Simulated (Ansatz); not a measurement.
`[F][AlH][PH2]` + CH₃NH₂ → `C[NH][AlH][F]` + PH₃ at 700 K and 1 bar (cleavage of the Al–P bond).

Program: Ansatz. Geometries: PBE0-D4/def2-TZVP. ΔE: electronic, gas phase. CCSD(T)/CBS adds triple-zeta CCSD(T) − MP2 to the extrapolated MP2 energy (def2 sets, frozen cores). This one scheme is used for every species. One conformer a species, not always the lowest.

```
        species  CCSD(T)/CBS energy (Eh)  H − E (kJ/mol)  S (J/(mol·K))
`[F][AlH][PH2]`               -684.62569           123.6          384.2
         CH₃NH₂                -95.75281           207.6          296.6
`C[NH][AlH][F]`               -437.67416           232.7          413.5
            PH₃               -342.72256            91.5          248.3
```

H − E and S are ideal-gas, rigid-rotor, harmonic terms from PBE0-D4/def2-TZVP, for one conformer and one mirror image of each species. 1 Eh = 2625.50 kJ/mol, R = 8.31446 J/(mol·K).

Problem. By hand: ΔE, ΔH, ΔS and ΔG.

Solution. ΔE = (-437.67416) + (-342.72256) − (-684.62569) − (-95.75281) = -0.01822 Eh = -47.8 kJ/mol. Δ(H − E) = 232.7 + 91.5 − 123.6 − 207.6 = -7.0, so ΔH = -54.8 kJ/mol. ΔS = 413.5 + 248.3 − 384.2 − 296.6 = -19.0 J/(mol·K). ΔG = -54.8 − 700 × (-19.0)/1000 = -41.5 kJ/mol.

Problem. By hand: the equilibrium constant, and the temperature at which ΔG would vanish if ΔH and ΔS stayed fixed.

Solution. log₁₀ K = −ΔG/(RT ln 10) = 3.1. ΔG = 0 at ΔH/ΔS = 2884 K, far beyond where these terms or the molecules hold.

ΔH outweighs TΔS. A doubt of 5 kJ/mol in ΔE shifts log₁₀ K by 0.4 here. Other conformers and mirror images would add mixing entropy, several J/(mol·K) or more a flexible species. These are equilibria of isolated gas molecules and say nothing of rates. Largest T1 diagnostic: 0.014 (customary marks: 0.02 for closed shells, 0.045 for open ones).
